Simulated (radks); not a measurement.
The numbers below are computed, except where a source is named.
Species: Cl III. Configuration: [Ne] 3s1.75 3p3 4s0.25 (fractional occupations, a model configuration). Code: a radial shooting solver on a logarithmic mesh with Libxc functionals. Model: non-relativistic Kohn-Sham, SOGGA, spin-polarised, spherical densities, point nucleus; open shells are filled with parallel spins first.

Normalised radial functions P(r) = r R(r), r in bohr:

r	3s up	3d up
0.003364	0.0421	0.0000
0.00438	0.0538	0.0000
0.005703	0.0685	0.0000
0.007426	0.0865	0.0000
0.00967	0.1083	0.0000
0.01259	0.1339	0.0000
0.0164	0.1628	0.0001
0.02135	0.1935	0.0001
0.0278	0.2229	0.0003
0.03591	0.2454	0.0006
0.04676	0.2543	0.0012
0.06089	0.2384	0.0025
0.07928	0.1855	0.0051
0.1032	0.0860	0.0100
0.1344	-0.0602	0.0191
0.175	-0.2348	0.0354
0.2279	-0.3937	0.0628
0.2968	-0.4699	0.1065
0.3834	-0.3998	0.1693
0.4992	-0.1484	0.2585
0.65	0.2416	0.3713
0.8464	0.6449	0.4992
1.102	0.9012	0.6213
1.435	0.8950	0.6945
1.869	0.6566	0.6778
2.433	0.3484	0.5613
3.169	0.1282	0.3855
4.093	0.0319	0.2149
5.33	0.0044	0.0877
6.94	0.0003	0.0240
9.037	0.0000	0.0038
11.77	0.0000	0.0003

3s up: eigenvalue -47.773 eV, 2 radial nodes at r = 0.122, 0.556 bohr, <r> = 1.43 bohr, 90 % of the charge inside 2.13 bohr. 3d up (empty): eigenvalue -16.280 eV, 0 radial nodes, <r> = 2.02 bohr, 90 % of the charge inside 3.27 bohr.
